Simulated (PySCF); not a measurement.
Polarisability and C₆ of Ta⁺ (tantalum, charge +1)

[Xe] 4f14 5d4, high-spin 5D determinant (an excited configuration). All numbers are calculated (PySCF 2.14, scalar relativity through the core potential, in aug-cc-pwCVTZ-PP with ECP60MDF (8s8p7d4f3g, 122 functions)). Coupled (time-dependent) response in atomic units; α is the mean over directions.

| method | mean α (bohr³) | α xx, yy, zz | C₆ (like pair) | S(−4) |
| --- | --- | --- | --- | --- |
| UHF | 30.25 | 28.39, 28.39, 33.98 | 205.5 | 798.0 |
| PBE | 35.03 | 31.97, 31.97, 41.13 | 244.9 | 1106 |

S(−4) is the Cauchy moment in α(ω) = α(0) + S(−4) ω² + …

Spin-orbit coupling is absent.

α(iu) at PBE:

```csv
u (hartree),α(iu) (bohr³)
0,35.03
0.0500,32.57
0.100,27.60
0.200,19.54
0.300,14.87
0.500,9.866
0.750,6.710
1.00,4.930
1.50,3.022
2.00,2.042
3.00,1.100
5.00,0.4574
```

For an ion, C₆ is the dispersion term alone; charge-induced terms of lower order in 1/R come first.

The components differ because the open shell of this determinant is not spherical; for a pure term their mean is the scalar polarisability.

Energies and moments cover only the electrons outside the core potential. Spin-orbit coupling, absent here, splits the open shell strongly.
